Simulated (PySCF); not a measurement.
## Steps of a relaxation of Bi(CH3)(OH)2

Bi(CH3)(OH)2 (singlet). PySCF 2.14.0, RKS PBE, Bi def2-SVP with ECP60, C def2-SVP, H def2-SVP, O def2-SVP; non-relativistic Hamiltonian with scalar-relativistic core potentials where named; density fitting; no spin-orbit coupling. Origin of the start: displaced along the imaginary mode. Columns: position (Å) and force (eV/Å). Energies are counted from the last step; some of the 21 steps are shown. Forces carry noise of the integration grid, about 0.01 to 0.03 eV/Å.

Run from Python with OMP_NUM_THREADS=2. Where DIIS fails, smearing, a level shift and second-order steps follow.
It took 71 s on 2 threads of Arm Neoverse V1, on a shared host, from the converged density of the start.

```xyz
9
step 0  E = 0.054 eV
Bi   -0.0343   -0.0008    0.2234    -0.01   -0.01    0.00
C     1.9761   -0.0027   -0.8248     0.50   -0.01   -0.32
H     1.7365   -0.2500   -1.9044     0.23    0.17    0.77
H     2.4345    1.0289   -0.7358    -0.28   -0.75   -0.10
H     2.6490   -0.7932   -0.3714    -0.43    0.58   -0.35
O    -0.6319    1.6447   -1.0004     0.01    0.00    0.00
H    -1.5366    1.8969   -0.7285    -0.01    0.01    0.00
O    -0.6382   -1.6317   -1.0171     0.01    0.01   -0.01
H    -1.5386   -1.8957   -0.7419    -0.01   -0.01    0.00
```

```xyz
9
step 7  E = 0.012 eV
Bi   -0.0334   -0.0607    0.2245    -0.02    0.00   -0.01
C     1.9745   -0.0281   -0.8230     0.25    0.04   -0.13
H     1.8034   -0.5782   -1.7782     0.06    0.13    0.24
H     2.2357    1.0398   -1.0199    -0.08   -0.33    0.04
H     2.7626   -0.5319   -0.2139    -0.21    0.15   -0.17
O    -0.5832    1.6891   -0.8727     0.01   -0.02    0.01
H    -1.4991    1.9199   -0.6197    -0.01    0.01    0.01
O    -0.6733   -1.5852   -1.1322     0.01    0.02    0.01
H    -1.5707   -1.8684   -0.8659    -0.01    0.00    0.00
```

```xyz
9
step 13  E = 0.002 eV
Bi   -0.0302   -0.0980    0.2238    -0.02    0.00   -0.01
C     1.9791   -0.0449   -0.8252     0.07   -0.04   -0.04
H     1.8756   -0.7540   -1.6740     0.03    0.09    0.11
H     2.1081    0.9947   -1.1892     0.00   -0.09    0.02
H     2.8081   -0.3450   -0.1500    -0.10    0.04   -0.09
O    -0.5662    1.6949   -0.8088     0.03   -0.01    0.00
H    -1.4732    1.9391   -0.5375    -0.01    0.00    0.01
O    -0.6853   -1.5660   -1.1862     0.00    0.01    0.00
H    -1.5995   -1.8244   -0.9538     0.00    0.00    0.00
```

Q: Where does the relaxation end?

A: It converges at step 20 in C1, nearly Cs:
```xyz
9
step 20  E = 0
Bi   -0.0318   -0.1194    0.2191
C     1.9790   -0.0550   -0.8268
H     1.9338   -0.8427   -1.6027
H     2.0448    0.9491   -1.2878
H     2.8174   -0.2306   -0.1258
O    -0.5561    1.7010   -0.7695
H    -1.4598    1.9464   -0.4877
O    -0.6968   -1.5499   -1.2236
H    -1.6139   -1.8024   -0.9961
```

Q: How did the contacts change?

A: 
```tsv
contact	start (Å)	end (Å)
Bi1–C2 (CH3)	2.267	2.267
Bi1–O6 (OH)	2.136	2.137
Bi1–O8 (OH)	2.136	2.138
```
